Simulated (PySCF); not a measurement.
C5H4ClF4 (doublet state).
Geometry (GFN2-xTB, Å), atoms numbered from 1 in this order:
```
atom  x, y, z in Å
F1     0.085    1.353    0.506
C2     0.010    0.079    0.091
C3    -1.240   -0.479   -0.031
C4    -2.487    0.273    0.285
F5    -2.546    0.679    1.566
F6    -2.647    1.377   -0.465
F7    -3.573   -0.487    0.078
C8     1.206   -0.575   -0.156
C9     2.516    0.079   -0.070
Cl10   3.162    0.223   -1.765
H11   -1.362   -1.494   -0.362
H12    1.165   -1.595   -0.500
H13    3.250   -0.522    0.466
H14    2.462    1.088    0.336
```

The hyperfine couplings belong to this conformer and change with its torsions.

The species is `F/C([CH]C(F)(F)F)=C\CCl` [radical].

Computed, not measured: PySCF 2.14.0, UKS B3LYP, pcH-1 on C Cl F H, non-relativistic, mean-field spin-orbit, GIAO. One conformer (not necessarily the lowest) at the GFN2-xTB geometry, without solvent, vibrations or thermal averaging. The geometry wasn't refined by DFT: couplings that depend on bond lengths, twists or pyramidal angles can differ widely from those at the functional's own minimum. No stability test was run, so a lower SCF solution isn't excluded. ⟨S²⟩ is 0.776 where a pure state has 0.75.

Principal values of hyperfine tensors in MHz (contact, dipolar and spin–orbit terms together), for some of the nuclei:

```json
{"atom": "F5", "isotope": "19F", "A1": "24.58", "A2": "26.63", "A3": "142.17"}
{"atom": "C8", "isotope": "13C", "A1": "3.11", "A2": "3.85", "A3": "157.83"}
{"atom": "C2", "isotope": "13C", "A1": "-83.59", "A2": "-41.11", "A3": "-36.75"}
{"atom": "C3", "isotope": "13C", "A1": "2.11", "A2": "3.52", "A3": "151.02"}
{"atom": "H13", "isotope": "1H", "A1": "38.38", "A2": "40.59", "A3": "48.38"}
{"atom": "H12", "isotope": "1H", "A1": "-59.98", "A2": "-41.57", "A3": "-15.19"}
{"atom": "H11", "isotope": "1H", "A1": "-59.21", "A2": "-40.83", "A3": "-16.00"}
{"atom": "F1", "isotope": "19F", "A1": "-109.89", "A2": "-1.11", "A3": "18.02"}
```

(1) Give the isotropic coupling of each nucleus in MHz and in mT (g = 2.0020), and the anisotropic part.

(2) What spin density at the nucleus of H12 lies behind its contact coupling (g_N = 5.58569)?

(3) F6 (19F, g_N = 5.25774) isn't in the table. Its spin density at the nucleus is 0.01458 bohr⁻³. What is its contact coupling?

(4) In a single crystal, with the field along each principal axis of the tensor of F5 in turn, what first-order splitting does this nucleus give (isotropic g, quadrupole terms neglected)?

Answers

(1) a_iso = (A1 + A2 + A3)/3, Ti = Ai − a_iso; 1 mT corresponds to 28.021 MHz. The tensors hold a spin–orbit part: the run splits a_iso into a_FC + a_SO, and T includes its anisotropic share.

| atom | a_iso (MHz) | a_FC | a_SO | a_iso (mT) | T1 | T2 | T3 |
| --- | --- | --- | --- | --- | --- | --- | --- |
| F5 | 64.46 | 64.32 | 0.14 | 2.300 | -39.88 | -37.83 | 77.71 |
| C8 | 54.93 | 54.96 | -0.03 | 1.960 | -51.82 | -51.08 | 102.90 |
| C2 | -53.82 | -53.81 | -0.01 | -1.921 | -29.77 | 12.71 | 17.06 |
| C3 | 52.22 | 52.30 | -0.09 | 1.863 | -50.10 | -48.70 | 98.80 |
| H13 | 42.45 | 42.47 | -0.02 | 1.515 | -4.07 | -1.86 | 5.93 |
| H12 | -38.91 | -38.93 | 0.01 | -1.389 | -21.07 | -2.66 | 23.72 |
| H11 | -38.68 | -38.68 | 0.00 | -1.380 | -20.53 | -2.15 | 22.68 |
| F1 | -30.99 | -30.96 | -0.03 | -1.106 | -78.89 | 29.88 | 49.01 |

(2) a_FC = 800.24 MHz bohr³ × g_N × ρ(0)/(2S). With a_FC = -38.93 MHz and 2S = 1, ρ(0) = -0.008709 bohr⁻³. In magnitude that is 2.7 % of the 1/π = 0.318 of a free hydrogen atom.

(3) By the same relation, a_FC = 61.3 MHz. The spin–orbit term adds +0.13 MHz. Its full tensor has the principal values 23.36, 25.35, 135.68 MHz.

(4) 2 lines (I = 1/2), spaced by |A_i|/(g × 13.996): 0.88, 0.95, 5.07 mT along the axes of A1, A2 and A3.

Hardware: an Arm Neoverse V2 with one thread, shared host with 96 logical CPUs at a one-minute load of 41. Cost: 1.8 min of wall time (grids of density and orbitals included), 1.1 GiB resident at most.
